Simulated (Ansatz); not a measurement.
Consider the isomerisation: `[CH3][GeH2][O]C=S` → `CC(=S)[O][GeH3]`.

Calculated with Ansatz (gas phase, PBE0-D4/def2-TZVP geometries, no zero-point term in ΔE). CBS: MP2 limit from def2 TZ/QZ plus the TZ coupled-cluster correction, frozen cores. DFT in def2-TZVPP. B3LYP here is the variant with VWN-RPA as its local correlation; programs differ in this. For Ge outer-core shells are correlated without core-valence functions, which leaves a few kJ/mol of doubt a bond. Scalar relativity is left out up to krypton. Each species was taken in one conformer, which may not be the lowest.

```
            species  B3LYP-D4 energy (Eh)
`[CH3][GeH2][O]C=S`           -2630.40684
  `CC(=S)[O][GeH3]`           -2630.39816
```

(1) Work out ΔE.

Largest T1 diagnostic among the species: 0.015.

Results:

(1) ΔE = (-2630.39816) − (-2630.40684) = 0.00868 Eh = +22.8 kJ/mol. CCSD(T)/CBS gives +24.6 kJ/mol.

The D4 term adds −5.2 kJ/mol with B3LYP and −2.6 kJ/mol with PBE0; it sums over pairs of atoms, weighted by their polarisabilities, and B3LYP, whose exchange is more repulsive, gets the larger term.
